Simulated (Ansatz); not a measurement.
`OCB[SiH3]` + dimethylamine → `CN(C)B[SiH3]` + CH₃OH  (ligand exchange at a B–C bond)

Computed with Ansatz on PBE0-D4/def2-TZVP structures; ΔE is electronic, products minus reactants. CCSD(T)/CBS adds triple-zeta CCSD(T) − MP2 to the extrapolated MP2 energy (def2 sets, frozen cores). This one scheme is used for every species. DFT in def2-TZVPP. B3LYP here is the variant with VWN-RPA as its local correlation; programs differ in this. One conformer a species, not always the lowest.

| level | ΔE (eV) |
| --- | --- |
| B3LYP-D4 | -1.68 |
| MP2/def2-TZVPP | -1.76 |
| CCSD/def2-TZVPP | -1.66 |
| CCSD(T)/def2-TZVPP | -1.71 |

**Question.** What does CCSD(T)/CBS give? (Best estimate.)

**Answer.** The calculation gave: -1.69 eV. The listed levels differ from it by 0.01, -0.07, 0.03, -0.02 eV.

Largest T1 diagnostic among the species: 0.013.

In def2-TZVPP, CCSD(T) changes the Hartree–Fock value by −0.23 eV (the triples alone add −0.05 eV) and MP2 by −0.27 eV. The D4 term adds −0.07 eV with B3LYP and −0.04 eV with PBE0; it sums over pairs of atoms, weighted by their polarisabilities, and B3LYP, whose exchange is more repulsive, gets the larger term.
